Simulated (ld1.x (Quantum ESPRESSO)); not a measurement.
## Which change was made? (Rb, TM)

ld1.x (Quantum ESPRESSO) 7.5 input, shortened:

```
&input
   title='Rb', zed=37., rel=1, dft='PW91', iswitch=3,
   config='[Kr] 4d-2 5s1 5p0'
 /
 &inputp
   pseudotype=2, tm=.true., lloc=0,
   nlcc=.true., new_core_ps=.true., rcore=2.95
 /
3
5P  2  1   0.00   0.00  3.80  3.80  0.0
4D  3  2  -2.00  -0.05  3.90  3.90  0.0
5S  1  0   1.00   0.00  3.35  3.35  0.0
 &test
   configts(1)='5s1 5p0'
 /
```

Cutoffs, loose and tight: the cutoffs (Ry, on a coarse ladder) from which the occupation-weighted sum of valence levels, in a spherical-Bessel basis at the reference potential, stays within 10 and 1 mRy of its value at 400 Ry. They do not see the model core or the augmentation charge, which bear on the density cutoff. Test errors are all-electron minus pseudo excitation energies from the reference, over the configurations 5s0.5 5p0; 5s0 5p1; variants that change the core or the reference have their own tests.

The base gives: outcome: generated; cutoff, loose: 6 Ry; cutoff, tight: 6 Ry; bound ghosts: none; largest test error (meV): -7.5.

Task: After one change the result is: outcome: generated; cutoff, loose: 15 Ry; cutoff, tight: 30 Ry; bound ghosts: none; largest test error (meV): -1935. Which change was it?
A. wave 4d channel at -0.05 Ry: rc 3.90 bohr becomes 4d channel at 1.05 Ry: rc 3.90 bohr
B. local potential the d channel
C. core [Ar] 3d10, valence charge 9; reference 4s2 4p6 4d0 5s0 5p0; waves now 4s (bound): rc 2.40 bohr; 4p (bound): rc 2.40 bohr; 4d (bound): rc 4.20 bohr; local potential all-electron potential smoothed inside 3.60 bohr (lloc = -1); core correction none

Result: C. The others give: local potential the d channel → outcome: generated; cutoff, loose: 6 Ry; cutoff, tight: 6 Ry; bound ghosts: s; largest test error (meV): -2.8 | wave 4d channel at -0.05 Ry: rc 3.90 bohr becomes 4d channel at 1.05 Ry: rc 3.90 bohr → outcome: generated; cutoff, loose: 6 Ry; cutoff, tight: 6 Ry; bound ghosts: d; largest test error (meV): -7.5.
